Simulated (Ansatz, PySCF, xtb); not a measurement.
Gas-phase reaction in SMILES: CN(C)[SiH2]C[SiH3] + 5 [H][H] (H2) -> 3 C (CH4) + N (NH3) + 2 [SiH4] (SiH4)
Geometries: B3LYP-D3(BJ)/def2-TZVP minima from Ansatz (an electronic-structure program), one conformer each, not searched for the lowest. Frequencies are from Ansatz or PySCF.
Geometry of the first species:
SMILES: CN(C)[SiH2]C[SiH3]
```xyz
19

C     -2.3824    -0.5731    -0.7329
N     -1.6874     0.2208     0.2625
C     -2.5793     1.0416     1.0608
Si    -0.0284     0.6517     0.0680
C      1.0053    -0.8398    -0.3943
Si     2.8507    -0.5977    -0.1531
H     -1.6843    -1.2166    -1.2690
H     -3.1269    -1.2193    -0.2544
H     -2.9094     0.0461    -1.4735
H     -3.1288     1.7785     0.4571
H     -2.0175     1.5823     1.8230
H     -3.3201     0.4152     1.5704
H      0.4047     1.2260     1.3650
H      0.2155     1.6877    -0.9788
H      0.8290    -1.0927    -1.4438
H      0.6873    -1.6973     0.2058
H      3.6141    -1.7434    -0.7054
H      3.1651    -0.4767     1.2904
H      3.3087     0.6365    -0.8361
```

Property: energy of full hydrogenation (0 K, with B3LYP-D3(BJ) harmonic zero-point energies), in kJ/mol. Cores are frozen in the correlated levels unless marked. Spin-orbit coupling is left out. Non-relativistic. CBS marks a two-point X^-3 extrapolation of the correlation energy; Hartree-Fock from the larger set. [CCSD(T)-MP2]/basis is that difference in the basis named.

| level | program | energy of full hydrogenation (kJ/mol) |
|---|---|---|
| GFN2-xTB | xtb | -257.9 |
| HF/STO-3G | Ansatz | -181.0 |
| HF/6-31G* | Ansatz | -251.6 |
| BLYP-D4/def2-TZVPD | Ansatz + dftd4 | -134.2 |
| r2SCAN-D3(BJ)/def2-TZVPD | Ansatz + dftd3 | -137.3 |
| PBE0-D4/def2-TZVP | Ansatz + dftd4 | -144.0 |
| PBE0/def2-TZVPD | Ansatz | -172.5 |
| HSE06-D3(BJ)/def2-TZVPD | Ansatz + dftd3 | -150.9 |
| HSE06-D4/def2-TZVPD | Ansatz + dftd4 | -148.1 |
| HSE06/def2-TZVPD | Ansatz | -171.9 |
| LC-wPBE-D3(BJ)/def2-TZVPD | Ansatz + dftd3 | -141.4 |
| wB97M-V/def2-TZVPD | Ansatz | -144.6 |
| PBE-QIDH/def2-TZVPD | Ansatz | -147.0 |
| MP2/STO-3G | Ansatz | -71.3 |
| MP2/6-31G* | Ansatz | -100.1 |
| RI-MP2/aug-cc-pV(T+d)Z | Ansatz | -126.0 |
| SCS-MP2/6-31G | Ansatz | -165.6 |
| SCS-MP2/6-31G* | Ansatz | -123.9 |
| CCSD/aug-cc-pV(D+d)Z | Ansatz | -197.3 |
| CCSD/cc-pV(T+d)Z | Ansatz | -169.0 |
| RI-MP2/CBS(aug-cc-pV(T+d)Z,aug-cc-pV(Q+d)Z)+[CCSD(T)-MP2]/aug-cc-pV(T+d)Z | Ansatz | -143.4 |
